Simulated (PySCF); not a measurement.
Potential energy of SbO⁺ along the bond

Set-up: Sb cc-pVDZ-PP with ECP28, O cc-pVDZ; scalar-relativistic core potentials (PySCF 2.14). Energies in eV from Sb⁺ + O in their ground configurations at the same level. State: ¹Σ⁺ (singlet), closed shell.

All columns are PBE. A positive dipole points towards O; it is taken about the centre of mass and depends on that origin.

```csv
R (Å),E (eV),μ (D),Mulliken charge on Sb (basis-dependent),HOMO (eV),LUMO (eV),Mayer bond order,⟨S²⟩
1.538,-3.051,-2.58,1.31,-15.09,-10.57,2.41,0.00
1.610,-4.388,-2.75,1.29,-15.14,-10.75,2.42,0.00
1.682,-5.164,-2.89,1.28,-15.15,-10.91,2.44,0.00
1.735,-5.475,-2.98,1.27,-15.14,-11.03,2.44,0.00
1.789,-5.612,-3.05,1.26,-15.06,-11.14,2.45,0.00
1.843,-5.614,-3.11,1.25,-14.83,-11.24,2.46,0.00
1.914,-5.464,-3.18,1.24,-14.55,-11.37,2.48,0.00
2.004,-5.106,-3.23,1.22,-14.25,-11.52,2.50,0.00
2.111,-4.533,-3.27,1.20,-13.94,-11.67,2.52,0.00
2.254,-3.666,-3.27,1.17,-13.60,-11.83,2.55,0.00
```

A fit through these points gives, at Re = 1.816 Å, μ = -3.09 D and dμ/dR = -1.13 D/Å; the reduced mass is 14.13 u.

How strong is the fundamental in the double-harmonic approximation, I = 42.26·(dμ/dR)²/μred km/mol?

I = 42.26·(-1.13)²/14.13 = 3.82 km/mol at PBE.

Spin–orbit coupling is left out, which matters for elements this heavy, above all for dissociation energies. For an ion De counts to the pair picked by the measured ionisation energies or electron affinities, which need not be the lowest pair at this level.
